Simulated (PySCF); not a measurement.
## The third ionisation energy along the second row

Calculated with PySCF 2.14 from differences of total energies of unrestricted determinants, without spin-orbit coupling. Values in eV. The last column holds reference values (NIST; (s) semi-empirical, (t) theoretical, else measured). Unmarked ones compare directly (S terms, centres of terms, or small fine structure); those marked * lie between the lowest fine-structure levels and include a spin-orbit shift.

| element | configurations | LDA | PBE | PBE0 | MP2 (valence) | SCS-MP2 (valence) | MP2 (valence and next inner shell) | reference |
| --- | --- | --- | --- | --- | --- | --- | --- | --- |
| B (aug-cc-pwCVQZ, non-relativistic) | [He] 2s1 → 1s2 | 37.898 | 38.291 | 38.231 | n/a | n/a | 37.908 | 37.931 |
| C (aug-cc-pwCVQZ, non-relativistic) | [He] 2s2 → [He] 2s1 | 46.949 | 47.106 | 47.041 | 47.034 | 47.285 | 47.109 | 47.888 |
| N (aug-cc-pwCVQZ, non-relativistic) | [He] 2s2 2p1 → [He] 2s2 | 47.867 | 48.021 | 48.004 | 47.534 | 47.484 | 47.608 | 47.445 (s) * |
| O (aug-cc-pwCVQZ, non-relativistic) | [He] 2s2 2p2 → [He] 2s2 2p1 | 55.421 | 55.269 | 55.303 | 55.050 | 54.894 | 55.115 | 54.936 (s) * |
| F (aug-cc-pwCVQZ, non-relativistic) | [He] 2s2 2p3 → [He] 2s2 2p2 | 63.186 | 62.851 | 62.930 | 62.903 | 62.625 | 62.960 | 62.708 (s) * |
| Ne (aug-cc-pwCVQZ, non-relativistic) | [He] 2s2 2p4 → [He] 2s2 2p3 | 63.651 | 63.890 | 63.740 | 63.205 | 63.349 | 63.247 | 63.423 * |

"Valence" correlates the outer s and p shells and, in groups 3 to 12 and the f block, the outer d or f shell, open or full, or the next shell where the ion has no valence electron left; the wider scheme adds the next inner shell.
